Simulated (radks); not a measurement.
Lu4+, configuration [Xe] 4f13. All-electron calculation, Dirac Kohn-Sham, Slater X-alpha with alpha = 0.667, spin-unpolarised, spherical densities, finite nucleus; open shells fill j = l - 1/2 first; Fermi nuclear charge, rms radius 5.37 fm. Program: a radial shooting solver on a logarithmic mesh with Libxc functionals.

Normalised radial functions P(r) = r R(r) (large component), r in bohr:

r	5s1/2	4f7/2
0.00282	0.1193	0.0000
0.004274	0.1500	0.0000
0.006479	0.1746	0.0000
0.009822	0.1764	0.0001
0.01489	0.1296	0.0002
0.02257	0.0100	0.0011
0.03421	-0.1660	0.0049
0.05186	-0.2822	0.0195
0.07862	-0.1401	0.0686
0.1192	0.2568	0.2049
0.1807	0.3650	0.4940
0.2739	-0.2369	0.9070
0.4151	-0.5681	1.1981
0.6293	0.2902	1.1137
0.954	1.0878	0.7466
1.435	0.8110	0.3675
2.175	0.2300	0.1184
3.297	0.0203	0.0197

5s1/2: eigenvalue -104.00 eV, 4 radial nodes at r = 0.0232, 0.0923, 0.240, 0.566 bohr, <r> = 1.14 bohr, 90 % of the charge inside 1.65 bohr. 4f7/2: eigenvalue -55.167 eV, 0 radial nodes, <r> = 0.690 bohr, 90 % of the charge inside 1.17 bohr.
